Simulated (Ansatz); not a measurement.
`[SiH3]O/C=[N]\[SbH2]`. Charge 0, multiplicity 1. Sb takes the def2 core potential.

Cartesian coordinates in Å:
```
Si 0.390 0.665 1.732
O 0.059 0.031 0.226
C -0.372 0.734 -0.846
N -0.622 0.271 -1.980
Sb -0.393 -1.742 -2.376
H 0.818 -0.486 2.553
H 1.469 1.680 1.631
H -0.828 1.299 2.296
H -0.499 1.808 -0.652
H -1.163 -2.327 -0.957
H 1.141 -1.933 -1.627
```

**Question.** What are the harmonic wavenumbers in cm⁻¹ at PBE0-D4/def2-TZVP (Ansatz, finite differences of forces, unscaled)? (Estimate.)

**Answer.** Ansatz gave: 41i, 77, 86, 111, 185, 328, 490, 551, 656, 670, 711, 716, 824, 910, 943, 949, 964, 973, 1164, 1395, 1741, 1927, 1934, 2235, 2238, 2280, 3037.

**Question.** Is this a minimum?

**Answer.** No: 1 imaginary mode, so it is a saddle point.
